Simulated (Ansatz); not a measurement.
`Cl[SiH2][O][GeH3]` and `F[SiH2][O][GeH3]` differ in one element.

Ansatz, PBE0-D4/def2-TZVP geometries, multiplicity 1. Each molecule was computed in one conformer, which needn't be the lowest.

Scalar relativity is left out up to krypton.

| property | `Cl[SiH2][O][GeH3]` |
| --- | --- |
| HOMO–LUMO gap (PBE/def2-TZVPP) / eV | 6.10 |
| HOMO–LUMO gap (B3LYP/def2-TZVPP) / eV | 7.94 |
| LUMO energy (PBE/def2-TZVPP) / eV | -1.09 |
| ideal-gas entropy at 298 K and 1 bar (rigid rotor, harmonic PBE0-D4/def2-TZVP) / J/(mol·K) | 370 |
| size of the dipole moment (PBE/def2-TZVPP) / D | 1.64 |
| size of the dipole moment (B3LYP/def2-TZVPP) / D | 1.68 |

Question: What does the change do to each property? (An estimate is asked.)

Answer: The calculation gave: 
```tsv
property	`F[SiH2][O][GeH3]`	shift
HOMO–LUMO gap (PBE/def2-TZVPP) / eV	6.35	0.25
HOMO–LUMO gap (B3LYP/def2-TZVPP) / eV	8.25	0.31
LUMO energy (PBE/def2-TZVPP) / eV	-1.02	0.07
ideal-gas entropy at 298 K and 1 bar (rigid rotor, harmonic PBE0-D4/def2-TZVP) / J/(mol·K)	358	-12
size of the dipole moment (PBE/def2-TZVPP) / D	1.85	0.21
size of the dipole moment (B3LYP/def2-TZVPP) / D	1.93	0.25
```

With PBE0 the HOMO falls by 0.24 eV and the LUMO rises by 0.07 eV, so the gap widens by about 0.31 eV. PBE moves the HOMO by -0.18 eV and ωB97M-V by -0.28 eV. Dipoles are sizes alone; their direction can turn. Modes under 60 cm⁻¹, often nearly free rotors, make the harmonic entropy too high.

B3LYP here is the variant with VWN-RPA as its local correlation; programs differ in this.
